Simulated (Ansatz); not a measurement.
Ansatz (a first-principles code) input:

Ansatz 0.2 input:
```yaml
crystal:
  periodic: [false, false, false]
  atoms:
    - {symbol: C, position_ang: [-2.79245400, -0.29001883, -0.32287993]}
    - {symbol: C, position_ang: [-1.38119391, -0.60926901, -0.80832797]}
    - {symbol: C, position_ang: [-0.30097050, 0.03479245, 0.05717139]}
    - {symbol: C, position_ang: [1.10983467, -0.28939626, -0.43514003]}
    - {symbol: C, position_ang: [2.22176687, 0.32360315, 0.38618814]}
    - {symbol: O, position_ang: [2.13753294, 1.00869953, 1.34258357]}
    - {symbol: H, position_ang: [-2.94550082, -0.64485228, 0.69884525]}
    - {symbol: H, position_ang: [-3.54649748, -0.76046163, -0.95608220]}
    - {symbol: H, position_ang: [-2.97530945, 0.78690916, -0.32939627]}
    - {symbol: H, position_ang: [-1.23503897, -1.69427521, -0.82253240]}
    - {symbol: H, position_ang: [-1.26463979, -0.27249508, -1.84360569]}
    - {symbol: H, position_ang: [-0.40490248, -0.29977297, 1.09259949]}
    - {symbol: H, position_ang: [-0.43445283, 1.11958303, 0.07326712]}
    - {symbol: H, position_ang: [1.29679713, -1.36767200, -0.45058902]}
    - {symbol: H, position_ang: [1.26738236, 0.04517173, -1.46524450]}
basis:
  gaussian:
    orbitals: def2-TZVPD
hamiltonian:
  xc: {name: PBE}
magnetization: {spin_polarized: true, initial_magnetization: 1}
output: {forces: true}
```

Predict the final energy.

-270.87372 Eh (PBE/def2-TZVPD). The basis has 306 functions.

It need not be the lowest isomer of its formula.
